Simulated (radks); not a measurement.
Initial-state core-level shifts of the praseodymium ion Pr2+ when its valence configuration changes from [Xe] 4f3. All-electron calculation, scalar-relativistic Kohn-Sham, PBE, spin-unpolarised, spherical densities, finite nucleus; Fermi nuclear charge, rms radius 4.8919 fm. Program: a radial shooting solver on a logarithmic mesh with Libxc functionals. Shifts are changes of the shell-averaged eigenvalues in eV (positive: less bound); the change of the density at the nucleus, which sets a Mossbauer isomer shift, is in e/bohr^3, on a base of 4.335e+05.

valence               2s       3p       3d       5p  density at nucleus
4f2.5 5d0.5       -3.235   -3.686   -3.641   -1.330               +9.29
4f2.5 6p0.5       -5.031   -5.448   -5.411   -2.949              +11.13
4f2 6p1          -10.635  -11.545  -11.464   -6.024              +24.36
4f2 6s1           -9.563  -10.474  -10.392   -5.021              +55.27
4f2 5d1           -6.856   -7.829   -7.732   -2.726              +19.94
6s2 6p1          -35.103  -38.570  -38.274  -16.955             +174.84
4f1.5 6s1 6p0.5  -15.647  -17.116  -16.986   -8.191              +72.58
4f2 5d0.5 6p0.5   -8.720   -9.663   -9.574   -4.372              +21.96
5d3              -24.193  -27.863  -27.510   -8.421              +73.52
